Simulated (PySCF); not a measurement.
SMILES F[SiH](F)[SiH2][SiH2]Cl (H5ClF2Si3) (PBE0/def2-SVP optimised geometry):

```
11

Si    -0.576     1.118     0.000
F     -1.044     2.668     0.000
F      1.044     1.118     0.000
Si    -1.258     0.068     1.980
Si     0.193    -1.753     2.234
Cl     0.228    -2.668     0.362
H     -1.043     0.506    -1.269
H     -1.159     1.022     3.128
H     -2.667    -0.414     1.841
H     -0.269    -2.755     3.237
H      1.574    -1.307     2.572
```

Level of theory: PBE0/def2-TZVP run with PySCF 2.14.0.

Question: What are the frontier orbital energies and the dipole moment?

Answer: HOMO-2 -9.21 eV, HOMO-1 -8.92 eV, HOMO -8.27 eV, LUMO -1.09 eV, LUMO+1 -0.76 eV; dipole moment 2.05 D.

On the same geometry PySCF with PBE/def2-TZVP gives HOMO-2 -7.83 eV, HOMO-1 -7.62 eV, HOMO -7.09 eV, LUMO -1.90 eV, LUMO+1 -1.59 eV; dipole moment 1.87 D.

Meta-Löwdin charges at PBE0/def2-TZVP: Si1 1.13, F2 -0.50, F3 -0.50, Si4 0.05, Si5 0.46, Cl6 -0.30, H7 -0.11, H8 -0.04, H9 -0.05, H10 -0.07, H11 -0.07.
